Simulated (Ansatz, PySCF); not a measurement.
This PySCF input computes a PBE0/def2-TZVPD energy:

```python
from pyscf import gto, scf, dft

mol = gto.M(
    atom='''
    B     0.34970942    0.41433946   -0.19134774
    F     1.12615698   -0.61534359    0.06612940
    C    -1.19182156    0.39311001    0.03213805
    H    -1.61394171    1.38454165    0.18881453
    H    -1.47133606   -0.26607732    0.86064383
    H    -1.64775268   -0.01072948   -0.88071261
    ''',
    basis='def2-tzvpd',
    charge=0,
    spin=1,
    verbose=4,
)

mf = dft.UKS(mol, xc='pbe0').density_fit(auxbasis='def2-universal-jkfit')
mf.grids.level = 3
mf.conv_tol = 1e-9
mf.max_cycle = 100
mf.max_memory = 1500
mf.kernel()
if not mf.converged:
    mf = mf.newton()
    mf.kernel(mf.make_rdm1())
for _ in range(2):
    mo, _, stable, _ = mf.stability(return_status=True)
    if stable:
        break
    mf.kernel(mf.make_rdm1(mo, mf.mo_occ))
mf.analyze()
```

Question: Write an input for the same energy in Ansatz (a program for electronic structure) and say what it gives.

Answer: 
Ansatz 0.2 input:
```yaml
crystal:
  periodic: [false, false, false]
  atoms:
    - {symbol: B, position_ang: [0.34970942, 0.41433946, -0.19134774]}
    - {symbol: F, position_ang: [1.12615698, -0.61534359, 0.06612940]}
    - {symbol: C, position_ang: [-1.19182156, 0.39311001, 0.03213805]}
    - {symbol: H, position_ang: [-1.61394171, 1.38454165, 0.18881453]}
    - {symbol: H, position_ang: [-1.47133606, -0.26607732, 0.86064383]}
    - {symbol: H, position_ang: [-1.64775268, -0.01072948, -0.88071261]}
basis:
  gaussian:
    orbitals: def2-TZVPD
hamiltonian:
  xc: {name: PBE0}
magnetization: {spin_polarized: true, initial_magnetization: 1}
output: {forces: true}
```
It gives -164.47473 Eh, and PySCF -164.47477 Eh, a difference of 0.04 mEh, from the treatment of integrals and grids.

It need not be the lowest isomer of its formula.
